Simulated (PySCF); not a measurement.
NICS in isomers of C4H7N3Si.

NICS is the negative of the GIAO shielding at a point without a nucleus: at the ring centre (0) and 1 Å above and below it (1); zz is the component along the ring normal. Level: GIAO PBE0/pcSseg-1 (PySCF, non-relativistic, gas phase) on the GFN2-xTB geometries, one conformer each. Atom numbers follow the mapped SMILES.

Question: Order these rings by mean NICS(1)zz, lowest (most negative) first (ppm).
A. ring N3–N4–C5–C6–N8 in `[CH2:1]=[CH:2][n:3]1[n:4][cH:5][c:6]([SiH3:7])[n:8]1`
B. ring C2–N3–N4–C5–C6–N8 in `[CH3:1][c:2]1[n:3][n:4][cH:5][c:6]([SiH3:7])[n:8]1`
C. ring C2–N3–N4–N5–C6–C7 in `[CH3:1][c:2]1[n:3][n:4][n:5][cH:6][c:7]1[SiH3:8]`

Answer: A (-32.1), C (-27.0), B (-25.6).

```
            SMILES                                                 ring  NICS(0)  NICS(1)  NICS(1)zz  HOMA  rms pucker (Å)  ring atoms with four or more neighbours
C=Cn1ncc([SiH3])n1  5-membered ring with 3 N; formal bonds all aromatic    -12.0    -13.0      -32.1  0.96            0.00                                        0
   Cc1nnncc1[SiH3]  6-membered ring with 3 N; formal bonds all aromatic     -3.5    -11.3      -27.0  0.97            0.00                                        0
 Cc1nncc([SiH3])n1  6-membered ring with 3 N; formal bonds all aromatic     -2.8    -10.6      -25.6  0.98            0.00                                        0
```

NICS(0) gives the same order. The isotropic NICS(1) gives the same order. HOMA uses Krygowski's 1993 parameters. NICS(1) and NICS(1)zz are means over the two faces.
